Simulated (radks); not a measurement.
The numbers below are computed, except where a source is named.
Spin polarisation of the 6s1 shell in the thallium ion Tl2+. Start: [Xe] 4f14 5d10 6s(up 0.5, down 0.5); electrons of 6s are moved from spin down to spin up, other shells keep equal spins. Level of theory: non-relativistic Kohn-Sham, TPSS, spin-polarised, spherical densities, point nucleus; meta-GGA in the generalised Kohn-Sham scheme (a radial shooting solver on a logarithmic mesh with Libxc functionals).

moment (Bohr magnetons)  E - E(0) (eV)  e(6s up) (eV)  e(6s down) (eV)  5d down minus up (eV)  5p down minus up (eV)  5s down minus up (eV)
0                                0.000        -21.591          -21.591                  0.000                 0.000                  0.000
0.25                            -0.017        -21.734          -21.455                  0.071                  0.018                  0.011
0.5                             -0.069        -21.877          -21.332                  0.141                  0.036                  0.023
0.75                            -0.153        -22.016          -21.222                  0.210                  0.054                  0.035
1                               -0.268        -22.147          -21.090                  0.276                  0.073                  0.048

At moment 1 the spin-polarisation energy is -0.268 eV and the 6s exchange splitting 1.057 eV, that is 1.057 eV per Bohr magneton; E = -I m^2/4 would give I = 1.072 eV.
